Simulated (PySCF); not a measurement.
C3H10Si3. Atoms are numbered in the order given.

```xyz
16

C      3.3377     0.3434     0.0000
C      2.1784    -0.3267     0.0000
C      0.8143     0.2764     0.0000
Si    -0.3842    -0.1732    -1.4433
Si    -2.2160     0.2136     0.0000
Si    -0.3842    -0.1732     1.4433
H      3.3668     1.4381     0.0000
H      4.2970    -0.1803     0.0000
H      2.2091    -1.4245     0.0000
H      0.8786     1.3816     0.0000
H     -0.2662    -1.6298    -1.7537
H     -0.1761     0.6092    -2.6973
H     -3.3874    -0.7070     0.0000
H     -2.6800     1.6330     0.0000
H     -0.1761     0.6092     2.6973
H     -0.2662    -1.6298     1.7537
```

Geometry: B3LYP-D3(BJ)/def2-SVP. This is a generated structure with no PubChem entry under its InChIKey; it may be hypothetical. The values are those of a single conformer.

The numbers are results of TDA-PBE/def2-SVPD in PySCF 2.14.0, not measurements.

Vertical excitations. The molecule is in vacuum. State labels are in the subgroup Cs.

Computed lowest excited states:
```json
[
 {"state": "S1", "symmetry": "A\"", "energy (eV)": "4.57", "λ (nm)": "271", "f": "0.000", "main pairs": "HOMO→LUMO 100 %"},
 {"state": "S2", "symmetry": "A\"", "energy (eV)": "4.85", "λ (nm)": "256", "f": "0.008", "main pairs": "HOMO→LUMO+2 94 %"},
 {"state": "S3", "symmetry": "A'", "energy (eV)": "5.31", "λ (nm)": "234", "f": "0.209", "main pairs": "HOMO→LUMO+1 61 %, HOMO→LUMO+4 32 %"},
 {"state": "S4", "symmetry": "A'", "energy (eV)": "5.36", "λ (nm)": "231", "f": "0.068", "main pairs": "HOMO−1→LUMO+1 87 %"},
 {"state": "S5", "symmetry": "A\"", "energy (eV)": "5.39", "λ (nm)": "230", "f": "0.000", "main pairs": "HOMO−1→LUMO 71 %, HOMO−1→LUMO+2 27 %"},
 {"state": "S6", "symmetry": "A\"", "energy (eV)": "5.47", "λ (nm)": "227", "f": "0.036", "main pairs": "HOMO→LUMO+3 49 %, HOMO−1→LUMO+2 34 %, HOMO−1→LUMO 11 %"},
 {"state": "T1", "symmetry": "A'", "energy (eV)": "3.99", "λ (nm)": "311", "f": "0", "main pairs": "HOMO→LUMO+1 90 %"},
 {"state": "T2", "symmetry": "A\"", "energy (eV)": "4.49", "λ (nm)": "276", "f": "0", "main pairs": "HOMO→LUMO 96 %"}
]
```
Triplets are in the Tamm–Dancoff approximation.
